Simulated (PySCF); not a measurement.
## Bonding in hexafluorophosphate

Species: hexafluorophosphate, PF₆ (charge -1).
SMILES with atom numbers: `[F:1][P-:2]([F:3])([F:4])([F:5])([F:6])[F:7]`

Geometry (PBE0-D3(BJ)/def2-SVP, Å), atoms numbered from 1 in this order:
```xyz
7
PF6 angstrom
F      0.5974    0.4114    1.4550
P      0.0058   -0.0026   -0.0071
F      1.4227   -0.7204   -0.3769
F     -1.4108    0.7156    0.3632
F      0.5563    1.4016   -0.6281
F     -0.5441   -1.4067    0.6147
F     -0.5873   -0.4167   -1.4686
```

Bond orders from the PBE0/pcSseg-1 density (PySCF). Geometry: PBE0-D3(BJ)/def2-SVP; no solvent, vibrations or thermal averaging. The pcSseg-1 basis has no diffuse functions, a weakness for an anion.

(1) Where do the orders between heavy atoms depart from those drawn in the SMILES?

(2) Set the Mayer orders of the bonds beside their lengths.

(3) Sum the orders of all bonds at each heavy atom with more than one neighbour and set the sums beside the valence in the SMILES.

## Answers

(1) The largest departure is 0.151, at P2–F6 (drawn single, 0.849), F1–P2 (drawn single, 0.850), P2–F3 (drawn single, 0.850), P2–F4 (drawn single, 0.850) and 2 more. Drawn single, order below 0.88: F1–P2 (0.850), P2–F3 (0.850), P2–F4 (0.850), P2–F5 (0.850), P2–F6 (0.849) and P2–F7 (0.850). The SMILES, with its formal charges, is one Lewis structure only.

(2) 
```json
{"bond": "F1–P2", "drawn as": "single", "length (Å)": "1.631", "Mayer order": "0.850"}
{"bond": "P2–F3", "drawn as": "single", "length (Å)": "1.631", "Mayer order": "0.850"}
{"bond": "P2–F4", "drawn as": "single", "length (Å)": "1.631", "Mayer order": "0.850"}
{"bond": "P2–F5", "drawn as": "single", "length (Å)": "1.631", "Mayer order": "0.850"}
{"bond": "P2–F6", "drawn as": "single", "length (Å)": "1.631", "Mayer order": "0.849"}
{"bond": "P2–F7", "drawn as": "single", "length (Å)": "1.631", "Mayer order": "0.850"}
```

(3) P2 5.099 (drawn 6). Orders between atoms that aren't bonded are not in these sums.

For a closed shell the Mayer order of atoms A and B is Σ (PS)μν (PS)νμ over the basis functions μ on A and ν on B, with P the density and S the overlap matrix.
